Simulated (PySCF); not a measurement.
## Excitation energy of Ru(2+) by level of theory

Ru(2+) [Kr] 4d6 (5D) → Ru(2+) [Kr] 4d5 5p1 (7P), as a difference of total energies. Calculation: PySCF 2.14, in aug-cc-pVTZ-DK (9s8p6d3f2g, 102 functions); the spin-free X2C one-electron Hamiltonian (Gaussian nucleus). Correlated levels: valence: [Kr] frozen. The calculations carry no spin-orbit coupling.

```json
{"method": "UHF", "excitation energy (cm⁻¹)": "68294"}
{"method": "LDA", "excitation energy (cm⁻¹)": "75268"}
{"method": "PBE", "excitation energy (cm⁻¹)": "74772"}
{"method": "PBE0", "excitation energy (cm⁻¹)": "75183"}
{"method": "r2SCAN", "excitation energy (cm⁻¹)": "73380"}
{"method": "r2SCANh", "excitation energy (cm⁻¹)": "73681"}
{"method": "wB97X-V", "excitation energy (cm⁻¹)": "79135"}
{"method": "BHandHLYP", "excitation energy (cm⁻¹)": "77072"}
{"method": "MP2 (valence)", "excitation energy (cm⁻¹)": "74801"}
{"method": "SCS-MP2 (valence)", "excitation energy (cm⁻¹)": "79050"}
```
